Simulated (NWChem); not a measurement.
Species: Si3H8O; SMILES O[SiH]([SiH3])[SiH3]

```xyz
12

Si    -0.5397     0.0009    -0.4489
O     -2.0559    -0.0033     0.2737
Si     0.6971    -1.9254     0.1132
Si     0.6926     1.9267     0.1245
H     -0.7955     0.0051    -1.9193
H     -2.0635    -0.0085     1.2356
H      0.9005    -1.9827     1.5962
H     -0.0091    -3.1736    -0.3112
H      2.0420    -1.8803    -0.5423
H      0.9013     1.9732     1.6071
H      2.0351     1.8913    -0.5364
H     -0.0195     3.1757    -0.2876
```
Atoms are numbered in this order, from 1.

All runs: NWChem. Coordinates come from a PBE0/def2-SVP optimisation. Vzz is the largest principal value of the second derivative of the potential at the nucleus (NWChem prints the opposite sign); η is the asymmetry. Non-relativistic.

Task: What does the run give for Hartree-Fock/def2-TZVP? Quantities: Vzz O2 (a.u.); η O2.

Result: The vzz O2 (a.u.) is 1.488 and the η O2 is 0.66.
